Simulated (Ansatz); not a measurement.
Relaxation of Cl4H2OW (8 atoms, charge 0, multiplicity 1), to a largest force component of 0.02 eV/Å in at most 40 steps.

Theory: Ansatz, RKS PBE0/def2-SVP.

```xyz
8
Properties=species:S:1:pos:R:3
W 0.000 0.000 0.000
Cl 0.000 0.000 2.390
Cl 2.390 0.000 0.000
Cl 0.000 2.390 0.000
H -1.720 0.000 0.000
O 0.000 -1.940 0.000
H 0.382 -2.277 0.872
Cl 0.000 0.000 -2.390
```

Where does it end, and by what steps?

It converged. After 29 steps the energy has fallen by 1.047 eV; H7 moved furthest, 1.32 Å.

| step | energy less start (eV) | largest force component (eV/Å) | accepted |
| --- | --- | --- | --- |
| 0 | 0.0000 | 1.913 | yes |
| 2 | -0.7468 | 2.524 | yes |
| 4 | -0.9188 | 0.618 | yes |
| 6 | -0.9738 | 0.279 | yes |
| 8 | -0.9525 | 1.483 | no |
| 10 | -0.9907 | 0.034 | yes |
| 12 | -0.9919 | 0.121 | yes |
| 14 | -0.9947 | 0.254 | yes |
| 16 | -1.0032 | 0.138 | yes |
| 18 | -1.0082 | 0.158 | yes |
| 20 | -1.0248 | 0.175 | yes |
| 22 | -1.0332 | 0.688 | yes |
| 24 | -1.0417 | 0.128 | yes |
| 26 | -1.0451 | 0.181 | yes |
| 28 | -1.0464 | 0.067 | yes |
| 29 | -1.0468 | 0.015 | yes |

```xyz
8
Properties=species:S:1:pos:R:3
W 0.259 -0.004 0.124
Cl 0.078 0.241 2.425
Cl 2.524 0.372 0.436
Cl 0.041 2.166 -0.587
H -1.348 0.299 0.526
O 0.206 -1.846 0.257
H -0.071 -2.558 -0.336
Cl -0.636 -0.496 -1.974
```

Time of the run: 2.7 min on 2 threads of Intel(R) Xeon(R) Platinum 8223CL CPU @ 3.00GHz (Skylake/Cascade Lake), with other jobs on the host, peak memory 0.38 GiB.
